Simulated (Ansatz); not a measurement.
Species: BaCl, charge 0, doublet. BaCl (SMILES [Cl][Ba], doublet).
B3LYP-D3(BJ)/def2-TZVP minimum from Ansatz (a quantum-chemistry and plane-wave program):
```
Cl
Ba 1 2.7004
```
Charge 0, spin multiplicity 2.

Total energies in def2-TZVPP, 9 correlated electrons, 9 frozen orbitals. Radicals and triplets start from unrestricted determinants; spin-orbit coupling is neglected. Correlated methods leave the cores frozen (noble-gas shells, and filled d and f shells in the p block). Past Kr the def2 sets carry scalar-relativistic core potentials. The spin of BaCl ([Cl][Ba], doublet) was assumed, and the state is the lowest solution found for it.

```tsv
method	program	energy (Eh)	minus CCSDT(Q) (mEh)
HF	Ansatz	-484.71599	228.10
MP2	Ansatz	-484.91871	25.38
CCSD	Ansatz	-484.93483	9.26
CCSD(T)	Ansatz	-484.94330	0.79
CCSDT(Q)	Ansatz	-484.94409	0.00
```

Rough core times of Ansatz's runs on a shared machine: CCSD(T) under 20 s, CCSDT(Q) 3 min.
